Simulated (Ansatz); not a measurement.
Molecule: sum formula H3B2O, net charge 0, doublet state. It need not be the lowest isomer of its formula. 
Structure (B3LYP-D3(BJ)/def2-TZVP (Ansatz, a quantum-chemistry and plane-wave program) minimum search):
```xyz
6

O     -0.0797    -0.0515     0.0044
B     -1.1709    -0.7681    -0.0015
H     -1.8232    -1.0261     0.9661
B      1.0536     0.6688    -0.1266
H      0.9534     1.8370    -0.3328
H      2.0938     0.0981    -0.0277
```
Charge 0, spin multiplicity 2.

Computed values are from Ansatz. Correlated levels leave the core frozen unless marked. UHF or UKS for open shells. No spin-orbit coupling. Non-relativistic. Basis-set limits of correlation are two-point, X^-3; Hartree-Fock from the larger set. [CCSD(T)-MP2]/basis is that difference in the basis named.

Problem. What is the dipole moment at CCSD(T)/aug-cc-pVDZ?

Solution. 0.69 D.

Problem. What is the T1 diagnostic at CCSD/aug-cc-pVTZ?

Solution. 0.021.

Problem. What is the total energy at RI-MP2/CBS(aug-cc-pVTZ,aug-cc-pVQZ)+[CCSD(T)-MP2]/aug-cc-pVTZ?

Solution. -126.5420 Eh.

Problem. What is the atomisation energy De at RI-MP2/CBS(aug-cc-pVTZ,aug-cc-pVQZ)+[CCSD(T)-MP2]/aug-cc-pVTZ?

Solution. 519.7 kcal/mol.
